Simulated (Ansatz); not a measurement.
Consider the formal exchange of groups at a C–O bond: `COBCl` + `[NH2][GeH]([OH])[F]` → `[CH3][Ge]([NH2])([OH])[F]` + `OBCl`.

Isolated molecules relaxed with PBE0-D4/def2-TZVP in Ansatz; ΔE leaves out vibrations. CCSD(T)/CBS adds triple-zeta CCSD(T) − MP2 to the extrapolated MP2 energy (def2 sets, frozen cores). This one scheme is used for every species. For Ge outer-core shells are correlated without core-valence functions, which leaves a few kJ/mol of doubt a bond. Scalar relativity is left out up to krypton. One conformer a species, not always the lowest.

```csv
species,MP2/def2-QZVPP energy (Eh)
`COBCl`,-600.16906
`[NH2][GeH]([OH])[F]`,-2307.98630
`[CH3][Ge]([NH2])([OH])[F]`,-2347.23896
`OBCl`,-560.95670
```

Q: Work out ΔE.

A: ΔE = (-2347.23896) + (-560.95670) − (-600.16906) − (-2307.98630) = -0.04030 Eh = -105.8 kJ/mol. CCSD(T)/CBS gives -101.1 kJ/mol.

Largest T1 diagnostic among the species: 0.012.

In def2-TZVPP, CCSD(T) changes the Hartree–Fock value by −14.4 kJ/mol (the triples alone add −0.9 kJ/mol) and MP2 by −20.7 kJ/mol. From PBE to PBE0 (25 % exact exchange), in def2-TZVPP and without D4, ΔE moves by −3.1 kJ/mol.
